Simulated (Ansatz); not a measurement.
Relaxation of BClFH$_{3}$O$_{2}$ (8 atoms, charge 0, multiplicity 1), to a largest force component of 0.03 eV/Å in at most 50 steps.

Computed with RKS r2SCAN-D4/def2-SVP in Ansatz 0.2.0.

```xyz
8
Properties=species:S:1:pos:R:3:forces:R:3
B -0.023 -0.419 -0.198 -0.02 -0.07 -0.71
F 0.066 -0.579 1.134 0.04 -0.10 0.67
O 1.096 -0.440 -0.957 0.00 0.00 -0.02
H 1.901 -0.542 -0.438 -0.02 0.01 0.01
O -1.231 -0.316 -0.794 -0.01 0.00 -0.02
H -1.960 -0.283 -0.165 0.01 0.00 0.01
Cl 0.004 2.448 0.890 0.08 -0.73 0.84
H 0.085 1.446 1.763 -0.07 0.89 -0.79
```

Q: Where does it end, and by what steps?

A: The forces met the threshold. After 7 steps the energy has fallen by 0.058 eV; Cl7 moved furthest, 0.35 Å.

| step | energy less start (eV) | largest force component (eV/Å) | accepted |
| --- | --- | --- | --- |
| 0 | 0.0000 | 0.891 | yes |
| 1 | -0.0328 | 0.808 | yes |
| 2 | -0.0173 | 1.017 | no |
| 3 | -0.0528 | 0.221 | yes |
| 4 | -0.0560 | 0.073 | yes |
| 5 | -0.0571 | 0.054 | yes |
| 6 | -0.0575 | 0.044 | yes |
| 7 | -0.0576 | 0.014 | yes |

```xyz
8
Properties=species:S:1:pos:R:3
B -0.024 -0.469 -0.237
F 0.072 -0.486 1.123
O 1.095 -0.548 -0.988
H 1.899 -0.594 -0.459
O -1.235 -0.403 -0.826
H -1.958 -0.333 -0.192
Cl 0.004 2.669 1.160
H 0.085 1.480 1.655
```

Whether the end is a true minimum wasn't checked by a vibrational analysis.

The run took 36 s on 2 threads of Arm Neoverse V1, on a shared host, peak memory 0.16 GiB.
